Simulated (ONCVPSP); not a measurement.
# An all-electron radial function and its pseudo partner (Si)

Columns: radius, all-electron u(r) and pseudo u(r) of the 2s shell (level -139.13 eV) of silicon in the configuration [He] 2s2 2p6 3s2 3p2; PBEsol, scalar-relativistic, ONCV scheme, ONCVPSP 4.0.1.

```
r (bohr)  all-electron  pseudo
   0.057       -0.6332  0.2283
   0.115       -0.3351  0.4578
   0.172        0.1808  0.6758
   0.230        0.6622  0.8814
   0.288        1.0172  1.0591
   0.345        1.2370  1.1953
   0.402        1.3482  1.2844
   0.460        1.3773  1.3234
   0.518        1.3462  1.3123
   0.575        1.2776  1.2609
   0.632        1.1864  1.1804
   0.690        1.0818  1.0803
   0.747        0.9751  0.9748
   0.805        0.8680  0.8679
   0.862        0.7677  0.7675
   0.920        0.6727  0.6726
   0.977        0.5874  0.5873
   1.035        0.5091  0.5090
   1.092        0.4405  0.4404
   1.150        0.3788  0.3788
   1.208        0.3249  0.3248
   1.265        0.2786  0.2786
   1.322        0.2385  0.2385
   1.380        0.2032  0.2032
   1.438        0.1728  0.1728
   1.495        0.1471  0.1471
```

Problem. How many radial nodes do the two functions have?

Solution. The all-electron 2s function has n − l − 1 = 1; the pseudo-wave has 0, since the states of the same l below it are removed with the core.

Problem. At about which radius was the pseudo-wave matched?

Solution. 0.80 bohr, where the columns begin to agree (steps of 0.06 bohr).

Problem. Where does each function peak?

Solution. Outermost all-electron maximum near 0.46 bohr, pseudo maximum near 0.46 bohr (to the table’s step).

Problem. Is the pseudo-wave norm-conserving?

Solution. Yes: the ONCV scheme keeps the norm inside the radius equal to the all-electron one, which fixes the energy derivative of the logarithmic derivative at the level.
